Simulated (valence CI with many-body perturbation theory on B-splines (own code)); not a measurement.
Results of a calculation; reference values are marked as such.
**Pt⁵⁶⁺: what each term of the Hamiltonian does**

Method: valence CI with perturbative core correlation (CI+MBPT): four valence electrons over a frozen Dirac-Fock core [Ar], radial functions for each j: 9 s, 9 p, 10 d, 8 f, 5 g, 3 h, 1 i, with the one-electron correlation potential Σ1 (screened to all orders), the two-electron term Σ2, the three-electron term Σ3, Breit, model QED; selected single and double excitations, second order for the rest (own B-spline code, finite nucleus).

The last digits are not significant, and no measured levels were compared; by estimate large intervals hold to a few tenths of a per cent, small ones and those within an open d or f shell to about a per cent. The list stops below the first excitations out of the core. Only levels of the ground parity were solved; by the run's estimate the other parity begins above the list, which can be wrong where configurations are misplaced.

Each rung adds one term. CI alone is the Dirac-Coulomb CI over the frozen core; QED comes last and gives the full result, which names the levels. Energies are above (3d3/2^4) J=0 on the same rung, in eV.

Levels are named by their leading jj configuration (3d3/2^4 stands for four electrons in 3d with j = 3/2), which in mixed levels can hold well under half, so a name can repeat and another be missing. Letters in brackets count levels of one name in rising energy.

| Level | CI alone | Σ1 | Σ2 | Σ3 | Breit | QED | Full |
| --- | --- | --- | --- | --- | --- | --- | --- |
| (3d3/2^3 3d5/2) J=1 | 85.05 | +0.305 | +0.603 | +0.159 | -2.172 | +0.247 | 84.19 |
| (3d3/2^3 3d5/2) J=4 | 99.64 | +0.311 | +0.638 | -0.019 | -4.157 | +0.248 | 96.66 |
| (3d3/2^3 3d5/2) J=2 | 102.76 | +0.319 | +0.237 | +0.180 | -3.063 | +0.254 | 100.68 |
| (3d3/2^3 3d5/2) J=3 | 106.42 | +0.319 | +0.274 | +0.071 | -3.189 | +0.252 | 104.14 |
| (3d3/2^2 3d5/2^2) J=0 [a] | 179.63 | +0.613 | +0.874 | -0.003 | -3.998 | +0.494 | 177.61 |
| (3d3/2^2 3d5/2^2) J=2 [a] | 179.94 | +0.607 | +0.890 | +0.256 | -4.450 | +0.489 | 177.73 |
| (3d3/2^2 3d5/2^2) J=4 [a] | 184.03 | +0.616 | +1.180 | +0.135 | -5.974 | +0.496 | 180.48 |
| (3d3/2^2 3d5/2^2) J=3 [a] | 185.79 | +0.617 | +0.910 | +0.145 | -5.181 | +0.496 | 182.77 |
| (3d3/2^2 3d5/2^2) J=5 | 190.80 | +0.617 | +1.219 | +0.092 | -6.945 | +0.494 | 186.28 |
| (3d3/2^2 3d5/2^2) J=6 | 194.85 | +0.619 | +1.403 | +0.040 | -8.252 | +0.495 | 189.16 |
| (3d3/2^2 3d5/2^2) J=1 | 195.54 | +0.623 | +0.433 | +0.185 | -4.778 | +0.498 | 192.50 |
| (3d3/2^2 3d5/2^2) J=3 [b] | 199.22 | +0.618 | +0.481 | +0.100 | -5.689 | +0.493 | 195.23 |
| (3d3/2^2 3d5/2^2) J=4 [b] | 200.64 | +0.623 | +0.736 | -0.038 | -6.660 | +0.497 | 195.80 |
| (3d3/2^2 3d5/2^2) J=2 [b] | 202.05 | +0.624 | +0.291 | +0.219 | -5.627 | +0.497 | 198.06 |
| (3d3/2^2 3d5/2^2) J=2 [c] | 214.95 | +0.630 | +0.161 | +0.134 | -4.661 | +0.497 | 211.71 |
| (3d3/2^2 3d5/2^2) J=4 [c] | 221.57 | +0.633 | +0.210 | +0.187 | -5.662 | +0.499 | 217.43 |
| (3d3/2^2 3d5/2^2) J=2 [d] | 235.26 | +0.645 | -0.386 | +0.151 | -4.646 | +0.504 | 231.53 |
| (3d3/2^2 3d5/2^2) J=0 [b] | 252.76 | +0.664 | -0.723 | +0.223 | -3.776 | +0.516 | 249.67 |

The middle columns are the shifts that each term adds.

How does the ionisation energy move along the ladder, and which term matters most?

CI alone 5649.2, + Σ1 5651.8, + Σ2 5660.8, + Σ3 5661.0, + Breit 5655.0, + QED 5655.3 eV. The largest step is Σ2, 9.0 eV. NIST lists 5654 ± 5 eV (theoretical).
